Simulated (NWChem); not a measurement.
Species: BeN2H4; SMILES [NH2][Be][NH2]

```xyz
7

Be     0.0000     0.0000     0.0000
N      0.0000     0.0000     1.5013
H     -0.5835     0.5835     2.0907
H      0.5835    -0.5835     2.0907
N      0.0000     0.0000    -1.5013
H     -0.5835    -0.5835    -2.0907
H      0.5835     0.5835    -2.0907
```
Atoms are numbered in this order, from 1.

All runs: NWChem. Pople sets run with spherical d functions. Geometry: optimised at PBE0/def2-SVP. GIAO values for the isolated, static molecule; σ is the absolute isotropic shielding, δ = σ(reference) − σ with the isolated reference molecule computed at the same levels (1H: tetramethylsilane, 15N: ammonia).

| level | σ Be1 (ppm) | δ N2 (ppm) | δ H3 (ppm) |
|---|---|---|---|
| LDA (Slater exchange, VWN5)/pcSseg-1 | [?] | [?] | [?] |
| PBE/pcSseg-1 | 92.8 | 20.5 | 0.59 |
| B3LYP/6-311G** | 95.0 | 17.3 | 0.41 |

What belongs in the gaps?


- LDA (Slater exchange, VWN5)/pcSseg-1, σ Be1 (ppm): 90.9
- LDA (Slater exchange, VWN5)/pcSseg-1, δ N2 (ppm): 26.2
- LDA (Slater exchange, VWN5)/pcSseg-1, δ H3 (ppm): 0.71
